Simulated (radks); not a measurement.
Sr18+, configuration [Ar] 3d1.5 4s0.5 (fractional occupations, a model configuration). Calculated with a radial shooting solver on a logarithmic mesh with Libxc functionals: Dirac Kohn-Sham, PBE, spin-unpolarised, spherical densities, point nucleus; open shells are shared between the two j in proportion to 2j + 1.

Normalised radial functions P(r) = r R(r) (large component), r in bohr:

r,3p3/2,3d5/2,4s1/2
0.001487,0.0017,0.0000,0.0607
0.001676,0.0021,0.0000,0.0677
0.001905,0.0027,0.0000,0.0758
0.002148,0.0034,0.0000,0.0843
0.002422,0.0043,0.0000,0.0935
0.002731,0.0054,0.0000,0.1037
0.003104,0.0069,0.0000,0.1155
0.0035,0.0087,0.0001,0.1275
0.003946,0.0109,0.0001,0.1405
0.004449,0.0137,0.0001,0.1545
0.005016,0.0172,0.0002,0.1694
0.005701,0.0219,0.0002,0.1862
0.006428,0.0274,0.0003,0.2026
0.007247,0.0342,0.0005,0.2197
0.008171,0.0426,0.0007,0.2369
0.009287,0.0538,0.0010,0.2553
0.01047,0.0667,0.0014,0.2719
0.01181,0.0824,0.0020,0.2874
0.01331,0.1016,0.0028,0.3010
0.01501,0.1247,0.0039,0.3118
0.01706,0.1546,0.0055,0.3191
0.01923,0.1880,0.0077,0.3206
0.02169,0.2276,0.0107,0.3158
0.02445,0.2737,0.0148,0.3030
0.02779,0.3308,0.0208,0.2789
0.03133,0.3919,0.0286,0.2451
0.03533,0.4601,0.0390,0.1992
0.03983,0.5347,0.0530,0.1406
0.04491,0.6141,0.0715,0.0691
0.05104,0.7012,0.0976,-0.0202
0.05755,0.7812,0.1298,-0.1138
0.06489,0.8542,0.1710,-0.2129
0.07316,0.9135,0.2232,-0.3117
0.08315,0.9526,0.2932,-0.4082
0.09375,0.9567,0.3741,-0.4803
0.1057,0.9194,0.4711,-0.5240
0.1192,0.8316,0.5850,-0.5285
0.1344,0.6863,0.7150,-0.4846
0.1527,0.4644,0.8690,-0.3782
0.1722,0.1963,1.0229,-0.2228
0.1942,-0.1202,1.1790,-0.0218
0.2189,-0.4671,1.3277,0.2071
0.2488,-0.8420,1.4655,0.4516
0.2805,-1.1657,1.5620,0.6447
0.3163,-1.4291,1.6142,0.7646
0.3566,-1.6026,1.6112,0.7773
0.4021,-1.6663,1.5470,0.6612
0.457,-1.6074,1.4124,0.3948
0.5152,-1.4466,1.2339,0.0378
0.5809,-1.2123,1.0216,-0.3714
0.655,-0.9425,0.7968,-0.7657
0.7444,-0.6594,0.5680,-1.0924
0.8394,-0.4306,0.3827,-1.2548
0.9464,-0.2550,0.2368,-1.2563
1.067,-0.1355,0.1330,-1.1147
1.203,-0.0637,0.0671,-0.8803
1.367,-0.0245,0.0282,-0.6000
1.542,-0.0085,0.0108,-0.3672
1.738,-0.0025,0.0035,-0.1957
1.96,-0.0006,0.0010,-0.0896
2.228,-0.0001,0.0002,-0.0324
2.511,0.0000,0.0000,-0.0103
2.832,0.0000,0.0000,-0.0027

3p3/2: eigenvalue -812.14 eV, 1 radial node at r = 0.186 bohr, <r> = 0.443 bohr, 90 % of the charge inside 0.659 bohr. 3d5/2: eigenvalue -700.06 eV, 0 radial nodes, <r> = 0.404 bohr, 90 % of the charge inside 0.625 bohr. 4s1/2: eigenvalue -419.11 eV, 3 radial nodes at r = 0.0497, 0.196, 0.521 bohr, <r> = 0.908 bohr, 90 % of the charge inside 1.28 bohr.
